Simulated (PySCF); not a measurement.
Here is a job for PySCF.
```python
from pyscf import gto, scf, dft

mol = gto.Mole()
mol.atom = '''
    C     2.34158793    1.08833734   -0.23254345
    C     1.81308624   -0.21245295    0.23514570
    C     0.57128543   -0.28375438    0.99009097
    Ge   -1.07453076   -0.17696050   -0.19641555
    H     3.39174683    1.01031274   -0.50702840
    H     2.22969830    1.85358314    0.53682327
    H     1.79497394    1.44449263   -1.11790682
    H     2.22200223   -1.11630520   -0.18495243
    H     0.48513465   -1.22031642    1.54291825
    H     0.47778719    0.54938448    1.69008991
    H    -1.12861210   -1.30931318   -1.17636722
    H    -1.06910268    1.07790469   -1.01600632
    H    -2.37440174   -0.17978707    0.56156785
'''
mol.basis = 'lanl2dz'
mol.ecp = {'Ge': 'lanl2dz'}
mol.spin = 1
mol.verbose = 4
mol.build()

mf = dft.UKS(mol)
mf.xc = 'r2scan'
mf = mf.density_fit(auxbasis='def2-universal-jkfit')
mf.kernel()
```

Q: What does this run give for the nuclear repulsion energy, Mulliken (on the basis functions themselves) charges in atom order, HOMO energy, <S^2>, dipole moment, total energy?

A: 
```
Item                                                                                                                                                                                        Result
------------------------------------------------------------------  ------------------------------------------------------------------------------------------------------------------------------
nuclear repulsion energy                                                                                                                                                               103.0025 Eh
Mulliken (on the basis functions themselves) charges in atom order  C1 -0.69, C2 -0.09, C3 -0.74, Ge4 0.34, H5 0.23, H6 0.21, H7 0.22, H8 0.22, H9 0.26, H10 0.24, H11 -0.06, H12 -0.06, H13 -0.07
HOMO energy                                                                                                                                                                               -4.05 eV
<S^2>                                                                                                                                                                                        0.756
dipole moment                                                                                                                                                                               0.52 D
total energy                                                                                                                                                                          -123.3299 Eh
```

These values belong to the state on which the SCF converged, which isn't shown to be the lowest.
